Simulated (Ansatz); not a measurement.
`C[N]=[Mo](=[O])([F])[O]C` + H₂O → `C[N]=[Mo](=[O])([OH])[F]` + CH₃OH at 700 K and 1 bar (formal hydrolysis of a Mo–O bond).

Isolated molecules relaxed with PBE0-D4/def2-TZVP in Ansatz; ΔE leaves out vibrations. CCSD(T)/CBS is the MP2 limit (def2-TZVPP, def2-QZVPP) plus CCSD(T) − MP2 in def2-TZVPP, frozen cores. This one scheme is used for every species. def2 core potentials past Kr. For Mo outer-core shells are correlated without core-valence functions, which leaves a few kJ/mol of doubt a bond. One conformer a species, not always the lowest.

| species | CCSD(T)/CBS energy (Eh) | H − E (kJ/mol) | S (J/(mol·K)) |
| --- | --- | --- | --- |
| `C[N]=[Mo](=[O])([F])[O]C` | -452.81903 | 335.7 | 565.1 |
| H₂O | -76.37941 | 80.5 | 218.4 |
| `C[N]=[Mo](=[O])([OH])[F]` | -413.57520 | 244.8 | 497.1 |
| CH₃OH | -115.61712 | 170.8 | 288.5 |

H − E and S are ideal-gas, rigid-rotor, harmonic terms from PBE0-D4/def2-TZVP, for one conformer and one mirror image of each species. 1 Eh = 2625.50 kJ/mol, R = 8.31446 J/(mol·K).

Question: By hand: ΔE, ΔH, ΔS and ΔG.

Answer: ΔE = (-413.57520) + (-115.61712) − (-452.81903) − (-76.37941) = 0.00612 Eh = 16.1 kJ/mol. Δ(H − E) = 244.8 + 170.8 − 335.7 − 80.5 = -0.6, so ΔH = 15.5 kJ/mol. ΔS = 497.1 + 288.5 − 565.1 − 218.4 = 2.1 J/(mol·K). ΔG = 15.5 − 700 × (2.1)/1000 = 14.0 kJ/mol.

Question: By hand: the equilibrium constant, and the temperature at which ΔG would vanish if ΔH and ΔS stayed fixed.

Answer: log₁₀ K = −ΔG/(RT ln 10) = -1.0. ΔG = 0 at ΔH/ΔS = 7381 K, far beyond where these terms or the molecules hold.

The number of gas molecules stays the same, so ΔS is small and ΔH decides. A doubt of 5 kJ/mol in ΔE shifts log₁₀ K by 0.4 here. Other conformers and mirror images would add mixing entropy, several J/(mol·K) or more a flexible species. These are equilibria of isolated gas molecules and say nothing of rates. Largest T1 diagnostic: 0.022 (customary marks: 0.02 for closed shells, 0.045 for open ones).
